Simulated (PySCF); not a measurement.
Species: H12N4Zn (charge +2 and singlet state).
Structure used (PBE0-D3(BJ)/def2-SVP), in Å, numbered top down from 1:
```xyz
17
H12N4Zn angstrom
N     -1.035    0.176    1.794
Zn    -0.012   -0.009    0.003
N     -0.528    1.566   -1.238
N     -0.471   -1.804   -0.922
N      2.026    0.062    0.364
H     -1.689    0.966    1.819
H     -0.426    0.318    2.607
H     -1.607   -0.639    2.040
H     -0.508    2.482   -0.777
H      0.088    1.674   -2.053
H     -1.472    1.494   -1.634
H     -0.808   -1.699   -1.886
H     -1.201   -2.348   -0.451
H      0.325   -2.448   -0.995
H      2.601    0.010   -0.484
H      2.335    0.920    0.835
H      2.370   -0.700    0.960
```

Level of theory: PBE0-D3(BJ)/def2-SVP geometry optimisation, gas phase in PySCF.

(1) Which atoms are bound to Zn2, and at what distances?

(2) List the angles at Zn2.

(3) What is the shape at Zn2?

(4) What are the other bond lengths?

## Answers

(1) 4 atoms: N1 2.071 Å, N4 2.071 Å, N3 2.071 Å, N5 2.071 Å. The nearest atom not counted as bound is H14, at 2.66 Å (others tie with it).

(2) 
```csv
angle,degrees,distance of the outer atoms (Å)
N1–Zn2–N4,110.8,3.41
N3–Zn2–N4,109.7,3.39
N1–Zn2–N5,109.4,3.38
N1–Zn2–N3,109.1,3.37
N4–Zn2–N5,109.0,3.37
N3–Zn2–N5,108.9,3.37
```

(3) Tetrahedral: angles from 108.9° to 110.8°; τ4 = (360° − α − β)/141° = 0.99 with α and β the two widest (0 for a square, 1 for a tetrahedron).

(4) N1–H6 and 11 like bonds 1.026 Å.

Charge +2, singlet. No counter-ion or solvent screens the charge of this multiply charged ion. Stationary, but not proved a minimum.

The run took 36 s wall on one thread, x86-64 server, shared host. This is the geometry optimisation.
